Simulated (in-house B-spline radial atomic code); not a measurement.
Ionisation energies along the 52-electron series, configuration 1s2 2s2 2p6 3s2 3p6 3d10 4s2 4p6 4d10 5s2 5p1/2(2) 5p3/2(2), as differences of self-consistent energies. Dirac energy differences include first-order Breit, QED and recoil terms. NIST's values go from ground level to ground level; the uncertainty of those that are theory runs from under 0.1 % in few-electron ions to several per cent in heavy many-electron ones. Computed with an all-electron radial atomic-structure program (B-spline basis): Dirac-Hartree-Fock, jj configuration that fills j = l - 1/2 first, finite nuclei.

A number in brackets counts the electrons of a j subshell.

```json
{"ion": "Te", "configuration after": "[Kr] 4d10 5s2 5p1/2(2) 5p3/2(1)", "ionisation energy (eV)": "8.69", "IE/(q+1)² (eV)": "8.6948", "-ε less Coulomb ΔSCF (eV)": "0.55259", "Breit and QED recoil part (eV)": "0.0017869", "tabulated value (eV)": "9.009808", "computed minus tabulated (eV)": "-0.32"}
{"ion": "I+", "configuration after": "[Kr] 4d10 5s2 5p1/2(2) 5p3/2(1)", "ionisation energy (eV)": "?", "IE/(q+1)² (eV)": "?", "-ε less Coulomb ΔSCF (eV)": "?", "Breit and QED recoil part (eV)": "?", "tabulated value (eV)": "?", "computed minus tabulated (eV)": "?"}
{"ion": "Xe2+", "configuration after": "[Kr] 4d10 5s2 5p1/2(2) 5p3/2(1)", "ionisation energy (eV)": "30.38", "IE/(q+1)² (eV)": "3.3753", "-ε less Coulomb ΔSCF (eV)": "0.44586", "Breit and QED recoil part (eV)": "-0.0070508", "tabulated value (eV)": "31.05", "computed minus tabulated (eV)": "-0.67"}
{"ion": "Cs3+", "configuration after": "[Kr] 4d10 5s2 5p1/2(2) 5p3/2(1)", "ionisation energy (eV)": "43.63", "IE/(q+1)² (eV)": "2.7267", "-ε less Coulomb ΔSCF (eV)": "0.42086", "Breit and QED recoil part (eV)": "-0.013021", "tabulated value (eV)": "43", "computed minus tabulated (eV)": "0.63"}
{"ion": "Ba4+", "configuration after": "[Kr] 4d10 5s2 5p1/2(2) 5p3/2(1)", "ionisation energy (eV)": "?", "IE/(q+1)² (eV)": "?", "-ε less Coulomb ΔSCF (eV)": "?", "Breit and QED recoil part (eV)": "?", "tabulated value (eV)": "?", "computed minus tabulated (eV)": "?"}
{"ion": "La5+", "configuration after": "[Kr] 4d10 5s2 5p1/2(2) 5p3/2(1)", "ionisation energy (eV)": "74.38", "IE/(q+1)² (eV)": "2.0662", "-ε less Coulomb ΔSCF (eV)": "0.39185", "Breit and QED recoil part (eV)": "-0.027984", "tabulated value (eV)": "74", "computed minus tabulated (eV)": "0.38"}
{"ion": "Ce6+", "configuration after": "[Kr] 4d10 5s2 5p1/2(2) 5p3/2(1)", "ionisation energy (eV)": "91.77", "IE/(q+1)² (eV)": "1.8729", "-ε less Coulomb ΔSCF (eV)": "0.38315", "Breit and QED recoil part (eV)": "-0.037027", "tabulated value (eV)": "91", "computed minus tabulated (eV)": "0.77"}
```

**Question.** Fill in the row of I+.

**Answer.** ionisation energy (eV): 18.67; IE/(q+1)² (eV): 4.6683; -ε less Coulomb ΔSCF (eV): 0.48488; Breit and QED recoil part (eV): -0.0020882; tabulated value (eV): 19.13126; computed minus tabulated (eV): -0.46.

**Question.** Fill in the row of Ba4+.

**Answer.** ionisation energy (eV): 58.32; IE/(q+1)² (eV): 2.3328; -ε less Coulomb ΔSCF (eV): 0.40386; Breit and QED recoil part (eV): -0.019991; tabulated value (eV): 58; computed minus tabulated (eV): 0.32.

**Question.** How far is this level of theory from the measured and semi-empirical values?

**Answer.** Over those 3 rows the differences run from -0.672 to -0.315 eV (mean absolute value 0.48 eV). The calculation leaves out correlation and, in open shells, the multiplet splittings that an average leaves out.
